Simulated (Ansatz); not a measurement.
## Telling isomers of CH7BFN apart by their spectra

These gas-phase data were calculated for one isomer of CH7BFN at PBE-D3(BJ)/def2-SVP (harmonic, unscaled wavenumbers; equilibrium rotational constants with average atomic masses):

| Item | Value |
| --- | --- |
| rotational constants | 13.74, 4.962, 4.176 GHz |
| all wavenumbers above 1500 cm⁻¹ | 3459, 3385, 3117, 3096, 2993, 2406, 2359, 1558 |
| dipole moment | 5.54 D (PBE0/def2-TZVPD) |

Candidates:

(1) `C[B@H-]([NH3+])F`, a singlet
(2) `C[NH2+][BH2-]F`, a singlet

Q: Which structure fits?

A: Candidate (2). 2 modes lie between 3250 and 3800 cm⁻¹, one for each N–H bond, while (1) has 3.

The same quantities for all candidates:

|  | rotational constants (GHz) | wavenumbers above 1500 cm⁻¹ | dipole (D) | E above the lowest, PBE-D3(BJ)/def2-SVP (kcal/mol) |
| --- | --- | --- | --- | --- |
| (1) | 7.801, 7.082, 4.25 | 3504, 3478, 3358, 3049, 3018, 2940, 2362, 1569, 1556 | 5.31 | 0.0 |
| (2) | 13.74, 4.962, 4.176 | 3459, 3385, 3117, 3096, 2993, 2406, 2359, 1558 | 5.54 | 13.9 |

Harmonic stretches to hydrogen usually lie a few per cent above observed fundamentals. Each candidate is one conformer. Programs: Ansatz 0.2.0.
